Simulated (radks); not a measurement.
Valence configurations of Ce II (all share [Xe]). All-electron calculation, Dirac Kohn-Sham, LDA (Slater exchange, Perdew-Wang correlation), spin-unpolarised, spherical densities, finite nucleus; open shells are shared between the two j in proportion to 2j + 1; Fermi nuclear charge, rms radius 4.8771 fm. Program: a radial shooting solver on a logarithmic mesh with Libxc functionals. Energies are relative to 4f1 5d2; eigenvalues in eV.

valence	E (eV)	e(4f5/2)	e(4f7/2)	e(5d3/2)	e(5d5/2)	e(6p1/2)
4f1 5d1 6s1	-0.241	-11.780	-11.445	-8.884	-8.654	-
4f2 5d1	-0.198	-5.005	-4.723	-6.448	-6.280	-
4f1 5d2	0.000	-9.758	-9.426	-7.533	-7.325	-
4f1 6s2	0.043	-14.006	-13.667	-	-	-
4f1 5d1.5 6p0.5	1.329	-11.283	-10.949	-8.630	-8.406	-5.814
4f3	2.365	-2.799	-2.571	-	-	-
4f0.5 5d2 6p0.5	3.204	-14.248	-13.891	-9.244	-8.997	-5.959
5d3	4.534	-	-	-8.676	-8.421	-
5d2 6s1	5.024	-	-	-10.169	-9.889	-
5d1 6s2	6.145	-	-	-11.743	-11.436	-

NIST lists [Xe] 4f1 5d2 as the ground configuration; this level of theory puts 4f1 5d1 6s1 lower, by 0.241 eV. The energies are those of spherical spin-averaged densities, not of single terms.
